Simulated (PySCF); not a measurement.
## Relaxation of triplet AuSBr

Computed with PySCF, UPBE0, basis Au def2-TZVP with ECP60, S def2-TZVP, Br def2-TZVP (scalar-relativistic core potentials, no spin–orbit coupling, density fitting). A (50,194) grid was used.

A hand-made bent start, of Cs symmetry, held to at least that symmetry:

Coordinates in bohr (charge 0 multiplicity 3):
```
Au   -0.5988    0.0000   -0.9033
S    -3.9270    0.0000    1.4271
Br    3.0854    0.0000    1.6764
```

Optimiser trace:
```
step  E − E(last) (kJ/mol)  largest gradient (Eh/bohr)
   0                106.10                     0.02484
   1                 87.03                     0.01545
   2                 58.47                     0.02950
   3                 49.98                     0.02869
   4                 28.13                     0.02589
   5                  4.30                     0.00959
   6                  1.21                     0.01002
   7                  0.07                     0.00207
   8                  0.00                     0.00015
   9                  0.00                     0.00003
```

It ends at C∞v with Au–Br 2.355 Å, Au–S 2.160 Å; Br–Au–S 180.0° (after a last refinement on a finer grid). The frequency run here used a shortcut that can spoil soft modes, so no verdict on minimum or saddle point is given. Other isomers or separated fragments may lie lower.

Open d and f shells are described by one determinant, and the ground state may have another occupation or spin. No spin–orbit coupling is included, which matters more the heavier the element.
